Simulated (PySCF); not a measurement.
Compound: C2H6PSi2 (doublet state).
Structure used (PBE0-D3(BJ)/def2-SVP), in Å, numbered top down from 1:
```xyz
11
C2H6PSi2 angstrom
C     -2.236   -1.419    0.486
C     -1.678   -0.375    0.201
Si    -0.798    1.179   -0.208
P      1.360    1.179    0.466
Si     1.957   -0.799   -0.429
H     -2.728   -2.342    0.738
H     -0.792    1.367   -1.688
H     -1.494    2.324    0.446
H      1.093    0.696    1.784
H      3.319   -1.178    0.071
H      2.009   -0.627   -1.918
```

Method used: PySCF, PBE0-D3(BJ)/def2-SVP geometry optimisation, gas phase.

Take the most abundant isotopes and a rigid rotor. The values belong to one conformer with, in the numbering `[CH:1]#[C:2][SiH2:3][PH:4][SiH2:5]`, C2–Si3–P4–Si5 50°, Si3–P4–Si5–H -170° and 71°.

(1) Give the principal moments of inertia and the rotational constants in MHz.

(2) What kind of rotor is it?

(3) Is it planar, by Δ = Ic − Ia − Ib?

(4) Give the other two planar moments, Paa and Pbb, and the rms extents of the mass along the axes.

(5) List the rotational levels J(Ka,Kc) to J = 5 (K).

(6) Which types of transition are allowed, and where do some lines up to J = 4 fall?

Results:

(1) Ia = 158.88, Ib = 322.95, Ic = 433.19 u·Å²; 505379 MHz·u·Å²/I gives A = 3181, B = 1565, C = 1167 MHz.

(2) An asymmetric top. Ray's parameter κ = (2B − A − C)/(A − C) = -0.605; −1 is the prolate and +1 the oblate limit.

(3) Not planar: Δ = Ic − Ia − Ib = -48.64 u·Å². For a rigid frame Δ = −2 Σ m c², so Σ m c² = 24.32 u·Å² lies off the ab plane: 10.40 from hydrogen and 13.92 from heavier atoms. The atom farthest from that plane is 1.90 Å away.

(4) Paa = Σ m a² = (Ib + Ic − Ia)/2 = 298.63 and Pbb = Σ m b² = (Ia + Ic − Ib)/2 = 134.56 u·Å². With the mass M = 116.97 u, the rms extents √(P/M) along a, b and c are 1.60, 1.07, 0.46 Å.

(5) Above 0(0,0), as E/k:
J = 1: 1(0,1) 0.131, 1(1,1) 0.209, 1(1,0) 0.228
J = 2: 2(0,2) 0.390, 2(1,2) 0.452, 2(1,1) 0.509, 2(2,1) 0.742, 2(2,0) 0.745
J = 3: 3(0,3) 0.771, 3(1,3) 0.815, 3(1,2) 0.929, 3(2,2) 1.135, 3(2,1) 1.150, 3(3,1) 1.572, 3(3,0) 1.573
J = 4: 4(0,4) 1.269, 4(1,4) 1.295, 4(1,3) 1.484, 4(2,3) 1.657, 4(2,2) 1.699, 4(3,2) 2.102, 4(3,1) 2.104, 4(4,1) 2.707, 4(4,0) 2.707
J = 5: 5(0,5) 1.877, 5(1,5) 1.892, 5(1,4) 2.170, 5(2,4) 2.305, 5(2,3) 2.394, 5(3,3) 2.765, 5(3,2) 2.774, 5(4,2) 3.370, 5(4,1) 3.370, 5(5,1) 4.147, 5(5,0) 4.147

(6) The dipole components are |μa| = 0.91 D, |μb| = 0.80 D, |μc| = 0.51 D. The squared components, which scale the intensities, stand as 1.00 : 0.78 : 0.32 (a : b : c). Some lines, for components of 0.1 D or more:

| type | branch | J(Ka,Kc) | MHz | lower level (cm⁻¹) |
| --- | --- | --- | --- | --- |
| c | Q | 1(1,1) ← 1(0,1) | 1616 | 0.091 |
| a | Q | 4(1,3) ← 4(1,4) | 3936 | 0.900 |
| b | Q | 2(2,1) ← 2(1,2) | 6043 | 0.314 |
| b | Q | 4(2,3) ← 4(1,4) | 7536 | 0.900 |
| a | R | 3(1,3) ← 2(1,2) | 7559 | 0.314 |
| a | R | 3(0,3) ← 2(0,2) | 7945 | 0.271 |
| a | R | 3(2,2) ← 2(2,1) | 8195 | 0.516 |
| c | Q | 4(3,2) ← 4(2,2) | 8396 | 1.181 |
| a | R | 3(2,1) ← 2(2,0) | 8444 | 0.518 |
| b | R | 3(1,3) ← 2(0,2) | 8842 | 0.271 |
| a | R | 4(1,4) ← 3(1,3) | 10017 | 0.566 |
| b | R | 2(2,1) ← 1(1,0) | 10709 | 0.158 |
| b | R | 2(2,0) ← 1(1,1) | 11172 | 0.145 |
| c | R | 3(1,2) ← 2(0,2) | 11225 | 0.271 |
| b | Q | 4(4,0) ← 4(3,1) | 12561 | 1.463 |
| b | R | 3(3,1) ← 2(2,0) | 17243 | 0.518 |
| b | R | 4(4,0) ← 3(3,1) | 23646 | 1.093 |

For this open shell read J as N, the rotation without spin; fine and hyperfine splittings come on top. Not checked by PBE0-D3(BJ)/def2-SVP frequencies. ⟨S²⟩ = 0.753 (exact for a doublet: 0.75). These are rigid-rotor constants of the computed structure; measured ground-state constants (B0) also hold zero-point vibration.

Hardware: one thread, x86-64 server (shared host). Cost: 59 s of wall time. That covers the optimisation of the geometry.
